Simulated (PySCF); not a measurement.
Species: C2H5B2N.
Structure used (PBE0-D3(BJ)/def2-SVP), in Å, numbered top down from 1:
```
atom  x, y, z in Å
C1     2.7450   -0.3033    0.4262
C2     1.7128    0.0545   -0.1219
B3     0.4154    0.4898   -0.7663
B4    -1.0609   -0.2642   -0.4353
N5    -1.9312    0.0502    0.6035
H6     3.6566   -0.6128    0.9064
H7     0.4825    1.3778   -1.5924
H8    -1.4048   -1.1577   -1.1904
H9    -2.8142   -0.4240    0.7433
H10   -1.7515    0.7685    1.2928
```

Theory: PBE0-D3(BJ)/def2-SVP geometry optimisation, gas phase (PySCF 2.14.0).

Masses are those of the commonest isotopes; rigid-rotor values at the optimised geometry. The values belong to one conformer with, in the numbering `[CH:1]#[C:2][BH:3][BH:4][NH2:5]`, C2–B3–B4–N5 87°.

Q: What are A, B and C (MHz)?

A: Ia = 31.88, Ib = 221.76, Ic = 238.88 u·Å²; 505379 MHz·u·Å²/I gives A = 15853, B = 2279, C = 2116 MHz.

Q: Classify the top.

A: A near-prolate asymmetric top: κ = (2 × 2279 − 15853 − 2116)/(15853 − 2116) = -0.98.

Q: Is it planar, by Δ = Ic − Ia − Ib?

A: Not planar: Δ = Ic − Ia − Ib = -14.75 u·Å². For a rigid frame Δ = −2 Σ m c², so Σ m c² = 7.38 u·Å² lies off the ab plane: 4.26 from hydrogen and 3.11 from heavier atoms. The atom farthest from that plane is 1.50 Å away.

Q: Give the other two planar moments, Paa and Pbb, and the rms extents of the mass along the axes.

A: Paa = Σ m a² = (Ib + Ic − Ia)/2 = 214.38 and Pbb = Σ m b² = (Ia + Ic − Ib)/2 = 24.50 u·Å². With the mass M = 65.06 u, the rms extents √(P/M) along a, b and c are 1.82, 0.61, 0.34 Å.

Q: List the rotational levels J(Ka,Kc) to J = 2 (MHz).

A: Above 0(0,0):
J = 1: 1(0,1) 4395, 1(1,1) 17968, 1(1,0) 18132
J = 2: 2(0,2) 13182, 2(1,2) 26594, 2(1,1) 27084, 2(2,1) 67805, 2(2,0) 67806
Those of J = 1 are B + C, A + C and A + B.

Q: Predict some low-J microwave lines.

A: The dipole components are |μa| = 1.02 D, |μb| = 1.80 D, |μc| = 0.71 D. Intensities carry the squares of the components, which stand as 0.32 : 1.00 : 0.15 (a : b : c). Some lines, for components of 0.1 D or more:

| type | branch | J(Ka,Kc) | MHz | lower level (cm⁻¹) |
| --- | --- | --- | --- | --- |
| a | Q | 2(1,1) ← 2(1,2) | 490 | 0.887 |
| a | R | 1(0,1) ← 0(0,0) | 4395 | 0.000 |
| a | R | 2(1,2) ← 1(1,1) | 8626 | 0.599 |
| a | R | 2(0,2) ← 1(0,1) | 8788 | 0.147 |
| a | R | 2(1,1) ← 1(1,0) | 8953 | 0.605 |
| c | Q | 2(1,2) ← 2(0,2) | 13412 | 0.440 |
| c | Q | 1(1,1) ← 1(0,1) | 13574 | 0.147 |
| b | Q | 1(1,0) ← 1(0,1) | 13737 | 0.147 |
| b | Q | 2(1,1) ← 2(0,2) | 13902 | 0.440 |
| b | R | 1(1,1) ← 0(0,0) | 17968 | 0.000 |
| c | R | 1(1,0) ← 0(0,0) | 18132 | 0.000 |
| b | R | 2(1,2) ← 1(0,1) | 22199 | 0.147 |
| c | R | 2(1,1) ← 1(0,1) | 22689 | 0.147 |
| c | Q | 2(2,1) ← 2(1,1) | 40721 | 0.903 |
| b | Q | 2(2,0) ← 2(1,1) | 40722 | 0.903 |
| b | Q | 2(2,1) ← 2(1,2) | 41211 | 0.887 |
| b | R | 2(2,1) ← 1(1,0) | 49673 | 0.605 |
| c | R | 2(2,0) ← 1(1,0) | 49675 | 0.605 |
| c | R | 2(2,1) ← 1(1,1) | 49837 | 0.599 |
| b | R | 2(2,0) ← 1(1,1) | 49838 | 0.599 |

No PBE0-D3(BJ)/def2-SVP frequencies stand behind this structure, so it isn't proved a minimum. No vibrational averaging or centrifugal distortion is included, and the geometry carries the error of its method. Quadrupole hyperfine structure (11B, 14N) is left out.
